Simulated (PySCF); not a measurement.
**Working out the excitation energy of Si(2+)**

Si(2+) [Ne] 3s2 (1S) → Si(2+) [Ne] 3s1 3p1 (3P). All numbers are calculated (PySCF 2.14, scalar relativity by spin-free X2C-1e, in x2c-TZVPPall (5s5p3d1f, 42 functions)). Frozen: 1s2. Energies in hartree (1 hartree = 27.21139 eV):

```
            part  Si(2+) (lower)  Si(2+) (upper)
             UHF     -288.592427     -288.396232
CCSD correlation       -0.198367       -0.154509
             (T)       -0.002003       -0.000922
```

**Question.** What does Hartree-Fock give?

**Answer.** (-288.396232) − (-288.592427) = 0.196195 hartree = 5.339 eV.

**Question.** What do CCSD and CCSD(T) give?

**Answer.** The CCSD correlation energies differ by 0.043858 hartree = 1.193 eV and the triples by 0.001081 hartree = 0.029 eV, so CCSD gives 6.532 eV and CCSD(T) 6.561 eV.
